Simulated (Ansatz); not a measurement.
Relaxation of Cl2HZn (4 atoms, charge 0, multiplicity 2), to a largest force component of 0.03 eV/Å in at most 50 steps.

Method: UHF/def2-SVP (Ansatz 0.2.0).

```xyz
4
Properties=species:S:1:pos:R:3:forces:R:3
Zn 0.138 0.240 -0.409 0.01 0.02 -0.19
Cl 0.008 0.013 3.028 -0.07 -0.12 1.66
Cl -0.095 -0.164 -2.554 0.00 -0.01 0.00
H -0.051 -0.089 4.344 0.06 0.10 -1.47
```

Problem. Where does it end, and by what steps?

Solution. The forces met the threshold. The force dipped under the threshold on the way, but the program's further checks kept it going. After 18 steps the energy has fallen by 0.109 eV; Cl2 moved furthest, 0.84 Å.

```tsv
step	energy less start (eV)	largest force component (eV/Å)	accepted
0	0.0000	1.662	yes
1	-0.0800	0.610	yes
2	-0.0949	0.048	yes
3	-0.0949	0.291	no
4	-0.0972	0.031	yes
5	-0.1010	0.090	yes
6	-0.1009	0.445	no
7	-0.1027	0.007	yes
8	-0.1035	0.183	yes
9	-0.1037	0.303	yes
10	-0.1062	0.007	yes
11	-0.1067	0.130	yes
12	-0.1064	0.238	no
13	-0.1074	0.031	yes
14	-0.1077	0.014	yes
15	-0.0980	0.577	no
16	-0.1079	0.159	yes
17	-0.1087	0.070	yes
18	-0.1090	0.019	yes
```

```xyz
4
Properties=species:S:1:pos:R:3
Zn 0.212 0.368 -0.940
Cl 0.222 0.385 3.747
Cl -0.180 -0.312 -2.987
H -0.254 -0.440 4.590
```

Whether the end is a true minimum wasn't checked by a vibrational analysis.

Time of the run: 28 s on 1 thread of Arm Neoverse V1, on a shared host, peak memory 0.17 GiB.
